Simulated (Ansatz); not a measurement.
Geometry optimisation of the cluster VTe4.

```yaml
crystal:
  periodic: [false, false, false]
  atoms:
    - {symbol: V, position_ang: [-0.551800, -0.136820, 0.943760]}
    - {symbol: Te, position_ang: [1.024760, -1.775510, -0.845940]}
    - {symbol: Te, position_ang: [1.679480, 0.783590, 0.024700]}
    - {symbol: Te, position_ang: [-1.598010, -1.189210, -1.117870]}
    - {symbol: Te, position_ang: [-0.554430, 2.317960, 0.995350]}
basis:
  gaussian: {orbitals: def2-SVP}
magnetization: {spin_polarized: true, initial_magnetization: 1}
hamiltonian: {xc: pbe, dispersion: d4}
scf: {lower_state_search: "off"}
output: {orbitals: {seedname: orbitals}}
relax: {f_tol: 0.02, max_steps: 100}
```

```sh
$ ansatz run in.yaml --threads 4 --pin off --events-out ev --progress --plain --max-ram 4787MiB
```

It prints (some lines left out):

```
Functional definition: PBE
mean field -54854.03213052 eV, -2015.8484993983 hartree, gradient 2.0e-6 eV, S^2 1.157499; 0 other end points of the search recorded, 0 dependent functions left out
relax step   1: F+E_penalty+E_count = -54854.45504896 eV  Δ(F+E_penalty+E_count) = +0.000e0 eV  max|allowed force component| = 1.160e0 eV/Å  Δτ_max = 0.0000 Å  (68 SCF iters, accepted)
mean field -54854.39984579 eV, -2015.8620126852 hartree, gradient 2.0e-6 eV, S^2 1.146730; 0 other end points of the search recorded, 0 dependent functions left out
relax step   2: F+E_penalty+E_count = -54854.80747314 eV  Δ(F+E_penalty+E_count) = -3.524e-1 eV  max|allowed force component| = 7.076e-1 eV/Å  Δτ_max = 0.1949 Å  (41 SCF iters, accepted)
mean field -54854.54445261 eV, -2015.8673268876 hartree, gradient 1.9e-6 eV, S^2 1.038366; 0 other end points of the search recorded, 0 dependent functions left out
relax step   3: F+E_penalty+E_count = -54854.95224822 eV  Δ(F+E_penalty+E_count) = -1.448e-1 eV  max|allowed force component| = 7.429e-1 eV/Å  Δτ_max = 0.1194 Å  (39 SCF iters, accepted)
mean field -54854.72919754 eV, -2015.8741161386 hartree, gradient 2.8e-6 eV, S^2 0.937537; 0 other end points of the search recorded, 0 dependent functions left out
relax step   4: F+E_penalty+E_count = -54855.13413914 eV  Δ(F+E_penalty+E_count) = -1.819e-1 eV  max|allowed force component| = 2.752e-1 eV/Å  Δτ_max = 0.1954 Å  (40 SCF iters, accepted)
mean field -54854.79152886 eV, -2015.8764067725 hartree, gradient 2.7e-6 eV, S^2 0.924812; 0 other end points of the search recorded, 0 dependent functions left out
relax step   5: F+E_penalty+E_count = -54855.19211654 eV  Δ(F+E_penalty+E_count) = -5.798e-2 eV  max|allowed force component| = 3.348e-1 eV/Å  Δτ_max = 0.1999 Å  (38 SCF iters, accepted)
mean field -54854.80991689 eV, -2015.8770825199 hartree, gradient 2.2e-6 eV, S^2 0.929726; 0 other end points of the search recorded, 0 dependent functions left out
relax step   6: F+E_penalty+E_count = -54855.20683852 eV  Δ(F+E_penalty+E_count) = -1.472e-2 eV  max|allowed force component| = 2.011e-1 eV/Å  Δτ_max = 0.0973 Å  (33 SCF iters, accepted)
mean field -54854.81064337 eV, -2015.8771092178 hartree, gradient 2.1e-6 eV, S^2 0.919808; 0 other end points of the search recorded, 0 dependent functions left out
relax step   7: F+E_penalty+E_count = -54855.21028727 eV  Δ(F+E_penalty+E_count) = -3.449e-3 eV  max|allowed force component| = 1.564e-1 eV/Å  Δτ_max = 0.0612 Å  (32 SCF iters, accepted)
mean field -54854.81441693 eV, -2015.8772478934 hartree, gradient 1.7e-6 eV, S^2 0.927057; 0 other end points of the search recorded, 0 dependent functions left out
relax step   8: F+E_penalty+E_count = -54855.21262518 eV  Δ(F+E_penalty+E_count) = -2.338e-3 eV  max|allowed force component| = 2.751e-2 eV/Å  Δτ_max = 0.0232 Å  (30 SCF iters, accepted)
mean field -54854.81413050 eV, -2015.8772373674 hartree, gradient 2.5e-6 eV, S^2 0.926624; 0 other end points of the search recorded, 0 dependent functions left out
relax step   9: F+E_penalty+E_count = -54855.21287173 eV  Δ(F+E_penalty+E_count) = -2.465e-4 eV  max|allowed force component| = 1.609e-2 eV/Å  Δτ_max = 0.0164 Å  (29 SCF iters, accepted)
Total energy: -54855.21291657 eV, -2015.8918924851 hartree
Atom 0 at    -0.236203     0.176477     0.718800 Å, force    -0.009060     0.014607     0.010247 eV/Å
Atom 1 at     0.956676    -1.998542    -0.648266 Å, force     0.001666     0.008806    -0.002200 eV/Å
Atom 2 at     2.112141     0.523438    -0.261124 Å, force     0.016092    -0.001229     0.001950 eV/Å
Atom 3 at    -1.610581    -0.983647    -1.114993 Å, force    -0.015110    -0.009018    -0.004154 eV/Å
Atom 4 at    -1.222034     2.282285     1.305582 Å, force     0.006412    -0.013166    -0.005843 eV/Å
Dipole moment:     0.174486    -0.437591     0.010381 e Å
Checks for a lower state left out: stability, starts, cluster_reference, orbital_swaps, neighbouring_geometries, increment
```

Hardware: 4 threads of Arm Neoverse V2 on a shared host. Wall time 28 s.

In the def2 sets Te takes a core potential; there is no spin–orbit coupling. The charge 0 doublet is spin-contaminated (final ⟨S²⟩ up to 0.93, 0.75 for a pure state). The structure comes from a short search, and lower isomers may exist.
